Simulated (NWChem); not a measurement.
# Total energies of H2B

SMILES: [BH2]
```xyz
3

B      0.0000     0.0000     0.1478
H      1.0882     0.0000    -0.3696
H     -1.0882     0.0000    -0.3696
```
Charge 0, spin multiplicity 2.

Program: NWChem. Structure: optimised with UPBE0/def2-SVP, a minimum by its harmonic frequencies.

Basis set: def2-TZVP (43 functions).

```json
[
 {"method": "UHF", "total energy (Ha)": "-25.76010"},
 {"method": "UMP2", "total energy (Ha)": "-25.83766"},
 {"method": "UB2PLYP", "total energy (Ha)": "-25.90516"},
 {"method": "UPBE", "total energy (Ha)": "-25.88273"},
 {"method": "UB3LYP", "total energy (Ha)": "-25.94581"},
 {"method": "UBHandHLYP", "total energy (Ha)": "-25.92667"}
]
```

Total energies of different functionals aren't comparable as a measure of quality: only differences taken within one method are. 

The correlated methods keep 1 core orbital frozen. B3LYP has NWChem's definition, with VWN1-RPA local correlation. The structure started from a generated list of species. The unpaired electrons of the parent sit in orbitals of symmetry a1 (C2v labels of the run); other states weren't searched. The stability of the SCF solutions was not checked. Open-shell Hartree-Fock references start from PBE0 orbitals.
